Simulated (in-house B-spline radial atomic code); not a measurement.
Atomic self-consistent-field run: Cr III (Cr2+). Level of theory: non-relativistic B3LYP, spherical fractional occupations, point nucleus, inside a hard spherical wall at 2.61 bohr; calculated with an all-electron radial atomic-structure program (B-spline basis).

Command:
```bash
python run_scf.py task.json out
```
Settings:
```
Z                24
configuration    [Ar] 3d4
hamiltonian      nr
method           b3lyp
spin_polarised   False
wall_radius      2.61
```

Output (hartree, bohr):
```
 radial grid: 39 intervals, B-splines of order 8, outer radius 2.61 bohr

 iter        energy (Eh)    residual
    1       -1039.207354    3.24e-01
    2       -1041.050160    2.19e-01
    3       -1042.773586    3.05e-02
    4       -1042.816587    4.67e-03
    5       -1042.816952    3.05e-03
    6       -1042.817349    2.81e-04
    7       -1042.817352    8.48e-06
    8       -1042.817352    4.93e-07
    9       -1042.817352    1.61e-08

 total energy                     -1042.81735
 kinetic                            1044.7643
 electron-nucleus                  -2469.4530
 Hartree                             430.0874
 exact exchange                       -9.2826
 exchange-correlation                -38.9334

 orbital      occ     eigenvalue          <r>       <r^2>       <1/r>     <1/r^3>       r_max
 1s         2.000      -216.1239    0.0641876   0.0055264     23.5201           -     0.04225
 2s         2.000       -25.0888     0.295821    0.103316     4.98276           -       0.246
 2p         6.000       -21.3790     0.260874   0.0836985     4.92491     350.917      0.1987
 3s         2.000        -3.3620     0.908445    0.947354     1.54132           -      0.7861
 3p         6.000        -2.3073     0.953086     1.05508     1.42501      41.299       0.804
 3d         4.000        -0.5453      1.05192     1.30436     1.17649     3.88319      0.8241
```

Cost of the run: 0.06 s on 1 thread of Arm Neoverse V1, on a shared host.

Caution: exact exchange at fractional occupations of open shells leaves self-interaction of up to several eV.
